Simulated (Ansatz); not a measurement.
Molecule: sum formula SiCl$_{2}$F$_{2}$, charge 0, multiplicity 1. SMILES: F[Si](F)(Cl)Cl
Geometry: optimised at B3LYP-D3(BJ)/def2-TZVP (Ansatz, a program for electronic structure).

Atomisation energy built up term by term with Ansatz (kcal/mol; UHF references for open shells; valence terms freeze the core; atomic spin-orbit terms are left out). CBS marks a two-point X^-3 extrapolation of the correlation energy; Hartree-Fock from the larger set (for Q and 5 zeta extrapolated as (X+1)exp(-9√X)).

| term | basis | kcal/mol |
|---|---|---|
| Hartree-Fock | CBS(cc-pV(Q+d)Z,cc-pV(5+d)Z) | 358.11 |
| CCSD correlation | CBS(cc-pV(Q+d)Z,cc-pV(5+d)Z) | ___ |
| (T) | CBS(cc-pV(Q+d)Z,cc-pV(5+d)Z) | ___ |
| core correlation | cc-pwCVTZ | 0.26 |
| scalar relativity (X2C) | cc-pVTZ-DK against cc-pVTZ | -1.75 |
| sum: De |  | ___ |

Q: What belongs in the gaps?

A: 
- CCSD correlation, kcal/mol: 113.92
- (T), kcal/mol: 11.16
- sum: De, kcal/mol: 481.7
